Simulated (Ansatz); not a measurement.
Stepwise reaction of `B[SiH](B)F` with hydrogen, as a gas-phase model of exchange steps in deposition or etching. ΔE in kJ/mol; ΔG adds harmonic PBE0-D4 terms to CCSD(T)/CBS, at 1 bar.

Program: Ansatz. Geometries: PBE0-D4/def2-TZVP. ΔE: electronic, gas phase. CCSD(T)/CBS is the MP2 limit (def2-TZVPP, def2-QZVPP) plus CCSD(T) − MP2 in def2-TZVPP, frozen cores. This one scheme is used for every species. Functionals use def2-TZVPP. B3LYP here is the variant with VWN-RPA as its local correlation; programs differ in this.

```csv
step,reaction,PBE-D4,B3LYP-D4,ωB97M-V,CCSD(T)/CBS,ΔG(600 K)
1,`B[SiH](B)F` + H₂ → `B[SiH2]F` + BH₃,-12.8,-30.7,-34.4,-32.3,-33.5
2,`B[SiH2]F` + H₂ → `F[SiH3]` + BH₃,-22.8,-37.7,-40.4,-38.6,-32.5
```

(1) By hand: ΔE of the 2 steps together at CCSD(T)/CBS.

Results:

(1) (-32.3) + (-38.6) = -70.9 kJ/mol, or -35.5 kJ/mol a step.

In ΔE each step is lower than the one before. All are downhill at CCSD(T)/CBS. ΔG lies between -33.5 and -32.5 kJ/mol a step. PBE-D4 differs from CCSD(T)/CBS by 15.8 to 19.5 kJ/mol a step. Isolated molecules leave out the surface, adducts and barriers. Largest T1 diagnostic: 0.013.
